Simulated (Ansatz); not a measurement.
Spectroscopic constants of BF-, multiplicity 2 (lowest of 2S+1 = 2, 4 at CCSD(T)/def2-TZVPP on PBE0 minima; our sources give no spin for the ground state, which may be another). The T1 diagnostic near the minimum is 0.049, so single-reference values are doubtful.

Constants: fifth-degree fit in 1/R to seven points, most abundant isotopes. Runs in def2 and cc sets follow the lowest solution found near the PBE0 minimum.

Codes used: Ansatz (Gaussian basis) for Hartree–Fock, density functionals and correlated methods. Each number belongs to the level named beside it.

Energies at wB97M-V/def2-TZVPP:

| R (Å) | E (hartree) |
|---|---|
| 1.263398 | -124.63689512 |
| 1.297361 | -124.64081129 |
| 1.328606 | -124.64277457 |
| 1.363927 | -124.64347912 |
| 1.399248 | -124.64290922 |
| 1.440003 | -124.64103608 |
| 1.487550 | -124.63764341 |

Question: With a reduced mass of 6.9702 u, find the minimum, the force constant and the constants.

Answer: A fifth-degree polynomial in 1/R puts the minimum at r_e = 1.3643 Å with force constant 442 N/m. Then ω_e = (1/2πc)√(k/μ) = 1038 cm⁻¹ and B_e = h/(8π²cμr_e²) = 1.299 cm⁻¹; the cubic and quartic terms give α_e = 0.021 and ω_e x_e = 12 cm⁻¹.

Ansatz is a program for electronic structure.
